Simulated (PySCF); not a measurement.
C₄H₈O₂, SMILES OCC1COC1.

Geometry optimised at PBE-D3(BJ)/def2-SVP. The values are those of a single conformer.

Two levels are set side by side: PBE/def2-TZVP (PySCF) and HF/def2-TZVP (PySCF). Same geometry, gas phase. Differences are taken from unrounded values.

| quantity | HF | PBE | PBE minus HF |
|---|---|---|---|
| orbital gap (eV) | 14.61 | 5.57 | -9.04 |
| highest occupied level (eV) | -11.22 | -5.69 | 5.52 |
| lowest empty level (eV) | 3.39 | -0.12 | -3.51 |
| dipole moment (D) | 2.98 | 2.58 | -0.39 |
| mean polarisability (bohr³) | 51.6 | 57.2 | 5.6 |

Without exact exchange PBE keeps part of each electron's self-repulsion, which lifts occupied levels and narrows the gap. PBE's more diffuse valence density responds more strongly to a field. Differences between two approximate levels are no errors against the true value.

Rough cost on one machine, each run with all the roots and properties that it gave: HF against PBE about 1/3.
